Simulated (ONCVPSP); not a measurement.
## How hard is this samarium ONCV potential?

ONCVPSP 4.0.1 input, shortened (lines: element, Z, core and valence counts, functional; n l f; lmax; l rc ep ncon nbas qcut; lloc lpopt rc5 dvloc0; l nproj debl; icmod fcfact rcfact), PBE, scalar-relativistic:

```
  Sm 62.00    9    4        4      upf
    1    0    2.00
    2    0    2.00
    2    1    6.00
    3    0    2.00
    3    1    6.00
    3    2   10.00
    4    0    2.00
    4    1    6.00
    4    2   10.00
    4    3    6.00
    5    0    2.00
    5    1    6.00
    6    0    2.00
    3
    0    2.40    0.00    4    9    5.60
    1    1.80    0.00    4    9    5.30
    2    2.45    0.41    3    7    4.50
    3    1.60    0.00    4    9    9.70
    4    2    1.55    0.00
    0    2    2.50
    1    1    3.80
    2    2    1.50
    3    2    3.70
    3    4.50    1.05
```

In the d channel the program set the typed energies aside and used 0.050, 1.550 Ha.

Q: For each optimised wave give the share of its norm inside rc, the residual kinetic energy above qcut (Ha) and the cutoffs (Ha) for errors of 10, 1, 0.1 and 0.01 mHa per electron.

A:

```json
{"wave": "5s", "norm inside rc": "0.966", "residual KE": "2.7e-07", "10 mHa": "6.7", "1 mHa": "9.7", "0.1 mHa": "11.8", "0.01 mHa": "13.3"}
{"wave": "6s", "norm inside rc": "0.069", "residual KE": "4.6e-07", "10 mHa": "2.7", "1 mHa": "8.5", "0.1 mHa": "11.2", "0.01 mHa": "13.2"}
{"wave": "5p", "norm inside rc": "0.645", "residual KE": "5.1e-04", "10 mHa": "6.2", "1 mHa": "12.8", "0.1 mHa": "51.8", "0.01 mHa": "85.0"}
{"wave": "d projector 1", "norm inside rc": "0.066", "residual KE": "1.9e-06", "10 mHa": "3.4", "1 mHa": "5.6", "0.1 mHa": "7.5", "0.01 mHa": "9.0"}
{"wave": "d projector 2", "norm inside rc": "0.144", "residual KE": "9.1e-05", "10 mHa": "6.5", "1 mHa": "8.4", "0.1 mHa": "10.0", "0.01 mHa": "14.4"}
{"wave": "4f", "norm inside rc": "0.863", "residual KE": "2.5e-04", "10 mHa": "38.7", "1 mHa": "43.7", "0.1 mHa": "92.8", "0.01 mHa": "not reached"}
{"wave": "f projector 2", "norm inside rc": "0.221", "residual KE": "3.0e-03", "10 mHa": "43.4", "1 mHa": "74.8", "0.1 mHa": "163.7", "0.01 mHa": "201.9"}
```

The occupied waves need 44 Ha and 93 Ha for 1 and 0.1 mHa. Tests left out (the all-electron energies of this program are off by 10 to 40 meV for near-neutral 4f atoms).
